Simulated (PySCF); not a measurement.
Positional isomers: furan mercapto+boryl. Gas-phase values, no solvent. One relaxed conformer stands for each flexible species; it need not be the lowest. Strings in code marks are SMILES.

The T1 excitation (TDA) from two functionals at the same geometries (PBE0-D3(BJ)/def2-SVP), both in PySCF: PBE-D3(BJ)/def2-TZVP and ωB97X-D3(BJ)/def2-TZVP. Excitations are Tamm–Dancoff values on a coarser integration grid. The basis has no diffuse functions, so Rydberg states are missing or too high.

| species | PBE-D3(BJ)/def2-TZVP (eV) | ωB97X-D3(BJ)/def2-TZVP (eV) |
|---|---|---|
| `c1oc(B)cc1S` | 2.88 | 3.28 |
| `Bc1ccc(S)o1` | 2.61 | 2.97 |
| `Bc1ccoc1S` | 2.54 | 3.19 |
| `Sc1occ(B)c1` | 2.95 | 3.65 |
| `Bc1cocc1S` | 2.47 | 3.64 |
| `Bc1occc1S` | 2.56 | 2.95 |

Over these rows, drawn at random from the members with no instability flagged (it was tested for open shells, ions and some series alone), PBE minus ωB97X-D3(BJ): mean -0.61 eV, from -1.17 eV to -0.36 eV.
